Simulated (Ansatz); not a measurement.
```yaml
crystal:
  periodic: [false, false, false]
  atoms:
    - {symbol: Cl, position_ang: [-2.215292, -1.131301, 1.365311]}
    - {symbol: Si, position_ang: [-1.314914, 0.221276, 0.460676]}
    - {symbol: N, position_ang: [-0.577939, -0.193746, -0.480919]}
    - {symbol: Si, position_ang: [1.425484, -0.243267, -0.403076]}
    - {symbol: Cl, position_ang: [2.455279, 1.319892, -0.921133]}
    - {symbol: H, position_ang: [-2.333242, 1.109373, 0.104220]}
    - {symbol: H, position_ang: [-0.646392, 0.969455, 1.798294]}
    - {symbol: H, position_ang: [-0.718502, 0.047672, -1.586901]}
    - {symbol: H, position_ang: [1.921205, -1.480710, -1.440360]}
    - {symbol: H, position_ang: [1.901444, -0.282467, 1.093174]}
basis:
  gaussian: {orbitals: 6-31G}
magnetization: {spin_polarized: true, initial_magnetization: 2}
hamiltonian: {xc: {name: B2PLYP}, pseudopotentials: {relativity: none}}
output: {forces: true}
```

```sh
$ ansatz run in.yaml --threads 4 --pin off --events-out ev --progress --plain --max-ram 10444MiB
```

Shortened log:

```
Functional definition: B2PLYP
857 factors; integrals over basis functions are off by at most 1.8e-4 eV
mean field evaluation 1: about -42322.0345 eV, gradient 4.2e1 eV
mean field evaluation 2: about -42322.0430 eV, gradient 4.2e1 eV
mean field evaluation 4: about -42329.0294 eV, gradient 1.0e1 eV
mean field evaluation 8: about -42329.8886 eV, gradient 5.9e-1 eV
mean field evaluation 16: about -42329.9630 eV, gradient 2.0e-1 eV
mean field evaluation 32: about -42329.9273 eV, gradient 3.4e-1 eV
mean field -42329.98523520 eV, -1555.5982650991 hartree, gradient 2.1e-6 eV, S^2 2.031696; 7 other end points of the search recorded, 0 dependent functions left out
21 core orbitals not correlated: weight in the atoms' cores, before any rotation towards them, 0.999 or more for the frozen orbitals, at most 0.000 for the correlated occupied ones
reference -42329.98542010 eV, -1555.5982718942 hartree; 17, 15 occupied and 33, 35 virtual orbitals, 857 factors
second order -10.14588172 eV of doubles, -0.00000000 eV of singles
Total energy: -42332.72480817 eV, -1555.6989425487 hartree
Atom 0 at    -2.215292    -1.131301     1.365311 Å, force    -4.210399    -6.818118     6.420244 eV/Å
Atom 1 at    -1.314914     0.221276     0.460676 Å, force   -22.776536    17.037405    24.048850 eV/Å
Atom 2 at    -0.577939    -0.193746    -0.480919 Å, force    22.044031   -11.943293   -35.546692 eV/Å
Atom 3 at     1.425484    -0.243267    -0.403076 Å, force     0.206496    -6.564606     0.882442 eV/Å
Atom 4 at     2.455279     1.319892    -0.921133 Å, force     4.900787     6.342851    -2.354909 eV/Å
Atom 5 at    -2.333242     1.109373     0.104220 Å, force    -1.754005     2.117593     0.541859 eV/Å
Atom 6 at    -0.646392     0.969455     1.798294 Å, force     0.864057     0.453832     0.539661 eV/Å
Atom 7 at    -0.718502     0.047672    -1.586901 Å, force     1.600542    -0.863569     4.311754 eV/Å
Atom 8 at     1.921205    -1.480710    -1.440360 Å, force    -0.498598     1.271214     1.745685 eV/Å
Atom 9 at     1.901444    -0.282467     1.093174 Å, force    -0.376376    -1.033308    -0.588895 eV/Å
Dipole moment:    -1.044290     0.185639     0.402318 e Å
```

Hardware: 4 threads of an Arm Neoverse V2 on a shared host. Wall time 9.5 s, peak host memory 0.48 GiB.
